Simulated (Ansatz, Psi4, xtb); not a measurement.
Two rigid molecules brought together: H3N ··· F- (SMILES N and [F-]) (charge -1). Monomers: optimised at B3LYP-D3(BJ) (def2-TZVP), held rigid. Orientation: lowest of the rigid-body minima from ten starts at GFN2-xTB. Only R, the distance of the centres of mass, is varied, so the lowest point isn't the relaxed dimer.

PBE0-D3(BJ)/def2-TZVPD, counterpoise-corrected (Psi4); MP2/aug-cc-pVQZ = MP2 on RHF/aug-cc-pVQZ, frozen core, counterpoise-corrected (Ansatz, a quantum-chemistry and plane-wave program); GFN1-xTB (xtb); CCSD(T)/aug-cc-pVTZ = Ansatz with CCSD(T) on RHF/aug-cc-pVTZ, frozen core, counterpoise-corrected.

Interaction energies in kcal/mol:

```
R / Å  PBE0-D3(BJ)/def2-TZVPD  MP2/aug-cc-pVQZ  GFN1-xTB
-----  ----------------------  ---------------  --------
2.12                     4.74             6.31      0.17
2.17                    -0.52             0.97     -4.24
2.36                   -11.71           -10.61    -12.74
2.65                   -15.45           -14.81    -14.52
2.81                   -14.91           -14.39    -13.53
2.96                   -13.83           -13.38    -12.23
3.40                   -10.11            -9.82     -8.11
3.64                    -8.38            -8.16     -6.17
4.08                    -6.01            -5.87     -3.66
4.94                    -3.42            -3.37     -1.79
5.80                    -2.17            -2.16     -1.18
7.12                    -1.26            -1.27     -0.73
```

Question: What does CCSD(T)/aug-cc-pVTZ give at the same points?

Answer: 2.12: 6.83; 2.17: 1.37; 2.36: -10.50; 2.65: -14.87; 2.81: -14.50; 2.96: -13.51; 3.40: -9.93; 3.64: -8.23; 4.08: -5.89; 4.94: -3.35; 5.80: -2.14; 7.12: -1.26 (kcal/mol).
